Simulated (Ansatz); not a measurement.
Computed with Ansatz on PBE0-D4/def2-TZVP structures; ΔE is electronic, products minus reactants. CCSD(T)/CBS adds triple-zeta CCSD(T) − MP2 to the extrapolated MP2 energy (def2 sets, frozen cores). This one scheme is used for every species. Functionals use def2-TZVPP. B3LYP here is the variant with VWN-RPA as its local correlation; programs differ in this. For Ge outer-core shells are correlated without core-valence functions, which leaves a few kJ/mol of doubt a bond. Scalar relativity is left out up to krypton. Each species was taken in one conformer, which may not be the lowest.

Reaction (formal hydrolysis of a Ge–S bond): `[F][Ge]([SH])([Cl])[Cl]` + H₂O → `[OH][Ge]([F])([Cl])[Cl]` + H₂S

| level | ΔE (kJ/mol) | difference from CCSD(T)/CBS |
| --- | --- | --- |
| revPBE-D4 | 20.2 | 7.1 |
| BLYP-D4 | 14.4 | 1.3 |
| B97M-V | 7.6 | -5.5 |
| PBE0-D4 | 18.0 | 4.9 |
| B3LYP-D4 | 13.1 | 0.0 |
| r2SCANh-D4 | 11.1 | -2.0 |
| B2PLYP | 6.5 | -6.6 |
| PBE | 16.1 | 3.0 |
| PBE0 | 14.8 | 1.7 |
| BHLYP | 3.6 | -9.5 |
| CAM-B3LYP | 1.8 | -11.3 |
| RPA@PBE/def2-TZVPP | 3.3 | -9.8 |
| CCSD(T)/def2-SVP | -4.2 | -17.3 |
| CCSD/def2-TZVPP | 3.6 | -9.5 |
| MP2/def2-QZVPP | 14.4 | 1.3 |
| MP2/CBS(def2) | 17.8 | 4.7 |
| CCSD(T)/CBS | 13.1 | 0 |

Largest T1 diagnostic among the species: 0.011.

At CCSD(T), def2-SVP lies −17.3 kJ/mol from the extrapolated value and def2-TZVPP −7.4 kJ/mol. The D4 term adds +5.9 kJ/mol with B3LYP and +3.2 kJ/mol with PBE0; it sums over pairs of atoms, weighted by their polarisabilities, and B3LYP, whose exchange is more repulsive, gets the larger term. Leaving LDA and LC-ωPBE aside and taking each functional with its dispersion term where it has one, the values, not all of them listed here, spread over 14.8 kJ/mol, from CAM-B3LYP-D4 to revPBE-D4.
